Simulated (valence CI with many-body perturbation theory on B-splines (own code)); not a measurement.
The numbers below are computed, except where a source is named.
Energy levels of Re XLIII

Level of theory: relativistic CI+MBPT: five valence electrons over a frozen Dirac-Fock core [Ar] 3d10, radial functions for each j: 11 s, 11 p, 10 d, 8 f, 5 g, 2 h, with the one-electron correlation potential Σ1 (screened to all orders), the two-electron term Σ2, the three-electron term Σ3, Breit, model QED; selected single and double excitations, second order for the rest, scaled by the run's own slope (own B-spline code, finite nucleus).

No measured spectrum was set against this ion. As an estimate, large intervals hold to a few tenths of a per cent, small ones and those within an open d or f shell to about a per cent. Among the levels kept, up to 2100 cm⁻¹ of a level comes from second order outside the variational space, and about a tenth of that is noise between levels of different J, which matters for small intervals.

Levels 91 to 135 of 183, with energies above the lowest level, (4s^2 4p1/2^2 4p3/2) J=3/2. "Leading %" is the weight of the configuration and term that name the level; weights of strongly mixed levels are sums over their largest components and can fall short. In the jj column 3d3/2^4 stands for four electrons in 3d with j = 3/2.

```
No.  Configuration  Term     J  E (eV)  Leading %                     Leading jj     Second component
 91     4s2 4p2 4f   2F°   7/2  468.12         29  4s^2 4p1/2 4p3/2 4f7/2 (73 %)  16 % 4s2 4p2 4f 4F°
 92     4s2 4p 4d2   4D°   5/2  469.06         14      4s^2 4p1/2 4d5/2^2 (38 %)  12 % 4s2 4p 4d2 2D°
 93     4s2 4p2 4f   2D°   5/2  470.11         21  4s^2 4p1/2 4p3/2 4f7/2 (40 %)  11 % 4s2 4p2 4f 4D°
 94      4s 4p3 4d   2P°   1/2  473.30         30  4s 4p1/2 4p3/2^2 4d3/2 (46 %)   22 % 4s 4p3 4d 4D°
 95      4s 4p3 4d   4D°   7/2  473.81         15  4s 4p1/2 4p3/2^2 4d5/2 (40 %)   12 % 4s 4p3 4d 4F°
 96     4s2 4p2 4f   4G°   9/2  474.30         28  4s^2 4p1/2 4p3/2 4f7/2 (43 %)   21 % 4s 4p3 4d 4G°
 97      4s 4p3 4d   4P°   3/2  474.45         29  4s 4p1/2 4p3/2^2 4d3/2 (62 %)   13 % 4s 4p3 4d 4S°
 98      4s 4p3 4d   4P°   5/2  474.67         24  4s 4p1/2 4p3/2^2 4d3/2 (51 %)  11 % 4s2 4p 4d2 2F°
 99      4s 4p3 4d   4F°   9/2  474.79         21  4s^2 4p1/2 4p3/2 4f5/2 (37 %)  17 % 4s2 4p2 4f 2H°
100      4s 4p3 4d   2G°   7/2  476.74         16  4s 4p1/2 4p3/2^2 4d3/2 (47 %)   16 % 4s 4p3 4d 4G°
101      4s 4p3 4d   2D°   3/2  477.94         15  4s 4p1/2 4p3/2^2 4d3/2 (52 %)  14 % 4s2 4p2 4f 2D°
102      4s 4p3 4d   2G°   9/2  478.61         35  4s 4p1/2 4p3/2^2 4d5/2 (44 %)  29 % 4s2 4p2 4f 2G°
103     4s2 4p2 4f   4F°   3/2  479.66         17  4s 4p1/2 4p3/2^2 4d3/2 (41 %)   10 % 4s 4p3 4d 4F°
104      4s 4p3 4d   4G°   5/2  479.70         18  4s 4p1/2 4p3/2^2 4d3/2 (67 %)   14 % 4s 4p3 4d 2F°
105      4s 4p3 4d   4G°  11/2  480.38         64  4s 4p1/2 4p3/2^2 4d5/2 (64 %)  24 % 4s2 4p2 4f 2H°
106      4s 4p3 4d   4P°   1/2  480.96         43  4s 4p1/2 4p3/2^2 4d5/2 (74 %)   36 % 4s 4p3 4d 2S°
107     4s2 4p2 4f   2F°   5/2  483.45         20  4s^2 4p1/2 4p3/2 4f7/2 (41 %)  11 % 4s2 4p2 4f 2D°
108      4s 4p3 4d   2G°   7/2  484.75         24  4s 4p1/2 4p3/2^2 4d3/2 (43 %)   9 % 4s2 4p 4d2 4D°
109      4s 4p3 4d   4D°   5/2  485.62         30  4s 4p1/2 4p3/2^2 4d5/2 (73 %)   13 % 4s 4p3 4d 4P°
110      4s 4p3 4d   2P°   1/2  485.75         36  4s 4p1/2 4p3/2^2 4d3/2 (61 %)   14 % 4s 4p3 4d 4D°
111      4s 4p3 4d   2F°   7/2  486.77         14  4s^2 4p1/2 4p3/2 4f5/2 (29 %)  13 % 4s2 4p2 4f 2F°
112     4s2 4p 4d2   4G°   9/2  487.47         18      4s^2 4p1/2 4d5/2^2 (39 %)  16 % 4s2 4p 4d2 2H°
113      4s 4p3 4d   4S°   3/2  487.61         16  4s 4p1/2 4p3/2^2 4d3/2 (43 %)   10 % 4s 4p3 4d 2P°
114      4s 4p3 4d   2D°   3/2  488.74         26  4s 4p1/2 4p3/2^2 4d5/2 (81 %)   17 % 4s 4p3 4d 4P°
115      4s 4p3 4d   2F°   7/2  490.14         41  4s 4p1/2 4p3/2^2 4d5/2 (86 %)   21 % 4s 4p3 4d 2G°
116      4s 4p3 4d   4D°   5/2  490.57         28  4s 4p1/2 4p3/2^2 4d5/2 (72 %)   22 % 4s 4p3 4d 2D°
117      4s 4p3 4d   4D°   1/2  493.69         26  4s 4p1/2 4p3/2^2 4d3/2 (54 %)   12 % 4s 4p3 4d 2P°
118      4s 4p3 4d   2D°   5/2  493.86         29  4s 4p1/2 4p3/2^2 4d3/2 (59 %)   18 % 4s 4p3 4d 4D°
119     4s2 4p 4d2   2P°   1/2  494.40         33      4s^2 4p1/2 4d5/2^2 (41 %)   12 % 4s 4p3 4d 2S°
120      4s 4p3 4d   2P°   3/2  494.44         18  4s 4p1/2 4p3/2^2 4d3/2 (64 %)   14 % 4s 4p3 4d 2D°
121      4s 4p3 4d   2F°   7/2  496.77         41  4s 4p1/2 4p3/2^2 4d5/2 (82 %)   18 % 4s 4p3 4d 4F°
122      4s 4p3 4d   2G°   9/2  498.24         64  4s 4p1/2 4p3/2^2 4d5/2 (78 %)  10 % 4s2 4p 4d2 2H°
123      4s 4p3 4d   4D°   3/2  498.43         22  4s 4p1/2 4p3/2^2 4d5/2 (72 %)   19 % 4s 4p3 4d 2P°
124      4s 4p3 4d   4D°   7/2  499.84         35  4s 4p1/2 4p3/2^2 4d5/2 (75 %)   12 % 4s 4p3 4d 2G°
125      4s 4p3 4d   2F°   5/2  500.49         46  4s 4p1/2 4p3/2^2 4d5/2 (84 %)   13 % 4s 4p3 4d 2D°
126      4s 4p3 4d   2F°   5/2  501.26         20  4s 4p1/2 4p3/2^2 4d5/2 (74 %)   16 % 4s 4p3 4d 2D°
127      4s 4p3 4d   2P°   3/2  503.53         40  4s 4p1/2 4p3/2^2 4d5/2 (80 %)   28 % 4s 4p3 4d 2D°
128      4s 4p3 4d   2F°   7/2  507.02         34  4s 4p1/2 4p3/2^2 4d5/2 (72 %)   12 % 4s 4p3 4d 2G°
129      4s 4p3 4d   2D°   5/2  508.18         44  4s 4p1/2 4p3/2^2 4d5/2 (76 %)   14 % 4s 4p3 4d 4P°
130      4s 4p3 4d   2S°   1/2  509.95         36  4s 4p1/2 4p3/2^2 4d5/2 (83 %)   24 % 4s 4p3 4d 2P°
131     4s 4p2 4d2    4F   3/2  510.53         40      4s 4p1/2^2 4d3/2^2 (92 %)   35 % 4s 4p2 4d2 6G
132      4s 4p3 4d   2D°   3/2  510.60         34  4s 4p1/2 4p3/2^2 4d5/2 (80 %)   10 % 4s 4p3 4d 2P°
133     4s 4p2 4d2    4F   5/2  515.28         25      4s 4p1/2^2 4d3/2^2 (87 %)   18 % 4s 4p2 4d2 6G
134      4s 4p3 4d   2F°   5/2  515.88         34  4s 4p1/2 4p3/2^2 4d5/2 (80 %)   21 % 4s 4p3 4d 2D°
135      4s 4p3 4d   2D°   3/2  519.13         28  4s 4p1/2 4p3/2^2 4d5/2 (74 %)   19 % 4s 4p3 4d 2P°
```

Where two levels of one J and parity lie close, their mixing, g and order are uncertain.
